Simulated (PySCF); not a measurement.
# Working out the ionisation energy of Cl⁵⁺

Cl⁵⁺ [Ne] 3s2 (1S) → Cl⁶⁺ [Ne] 3s1 (2S). Computed with PySCF 2.14 in an uncontracted even-tempered set (19 s from 0.19 bohr⁻², ratio 2.5; 12 p from 0.24 bohr⁻², ratio 2.5; 5 d from 1.2 bohr⁻², ratio 2.7; 5 f from 1.8 bohr⁻², ratio 2.7), with the spin-free X2C one-electron Hamiltonian (Gaussian nucleus). Frozen: 1s2; the 22 highest virtual orbitals dropped. Energies in hartree (1 hartree = 27.21139 eV):

| part | Cl⁵⁺ (lower) | Cl⁶⁺ (upper) |
| --- | --- | --- |
| UHF | -453.822622 | -450.332398 |
| CCSD correlation | -0.373624 | -0.306013 |
| (T) | -0.003102 | -0.001241 |

Q: What does Hartree-Fock give?

A: (-450.332398) − (-453.822622) = 3.490224 hartree = 94.974 eV.

Q: What do CCSD and CCSD(T) give?

A: The CCSD correlation energies differ by 0.067611 hartree = 1.840 eV and the triples by 0.001861 hartree = 0.051 eV, so CCSD gives 96.814 eV and CCSD(T) 96.865 eV.

A first-order spin-orbit estimate adds 0.000 eV to CCSD(T) (outer shells), giving 96.865 eV against 96.94 ± 0.04 eV (semi-empirical (NIST evaluation); NIST Atomic Spectra Database, ionization energies).

What remains against the reference includes basis incompleteness, the frozen core and higher excitations.
